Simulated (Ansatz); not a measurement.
C₂H₃AlO, SMILES `O=[C]1[CH2][AlH]1`, charge 0, multiplicity 1.

Q: Give a relaxed structure at PBE0-D4/def2-TZVP (the Gaussian-basis code of Ansatz). (Best estimate.)

A: Ansatz gave: 
Cartesian coordinates in Å:
```
O 0.174 0.718 -2.108
C -0.139 0.312 -1.031
C 0.337 0.603 0.327
Al -0.388 -1.234 0.176
H -0.552 0.772 0.972
H 1.132 1.320 0.532
H -0.564 -2.491 1.133
```
